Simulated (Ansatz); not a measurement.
Basis-set extrapolation for C$_{5}$H$_{8}$O$_{2}$S, SMILES `CC1=CCS(=O)(=O)C1` (PBE0-D4/def2-TZVP geometry, frozen core, the Gaussian-basis code of Ansatz). Multiplicity 1, RHF reference.

|  | def2-TZVPP | def2-QZVPP |
| --- | --- | --- |
| HF | -741.360434 | -741.389766 |
| MP2 correlation | -1.483490 | -1.592221 |
| CCSD(T) correlation | -1.590009 | not run |

Energies in hartree. Use E(X) = E(∞) + A·exp(−7.88·√X) for Hartree–Fock and E(X) = E(∞) + B·X^(−2.97) for correlation, with X = 3 and 4, and add CCSD(T) minus MP2 of the smaller set to the MP2 limit.

Q: What is the CCSD(T) energy at the basis-set limit?

A: HF limit: -741.389766 + (-0.029332) × 0.13774 = -741.39381. MP2 limit: -1.592221 + (-0.108731) × 0.74074 = -1.67276. Higher-order term: -1.590009 − (-1.483490) = -0.10652. Total: -743.17309 hartree, 139.7 kcal/mol below CCSD(T)/def2-TZVPP.
